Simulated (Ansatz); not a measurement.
Job for Ansatz (an electronic-structure program): U-PBE0/def2-TZVPP on PdN, 2S+1 = 2, a spin state set in the input, which need not be the lowest. Elements past Kr take the def2 small-core potentials; no spin–orbit coupling.

Ansatz 0.2 input:
```yaml
crystal:
  periodic: [false, false, false]
  atoms:
    - {symbol: Pd, position_ang: [0.00000000, 0.00000000, 0.00000000]}
    - {symbol: N, position_ang: [0.00000000, 0.00000000, 1.99500000]}
basis:
  gaussian:
    orbitals: def2-TZVPP
hamiltonian:
  xc: {name: PBE0}
magnetization: {spin_polarized: true, initial_magnetization: 1}
relax: {f_tol: 0.002, max_steps: 120}
```

Task: Give the final energy of this run.

Result: -182.4690 hartree. Its determinant has ⟨S²⟩ = 1.76, a mixture of spin states.

Task: How many basis functions does it have, and what does it roughly cost on one machine?

Result: 87 functions; around 70 core-seconds (rough).
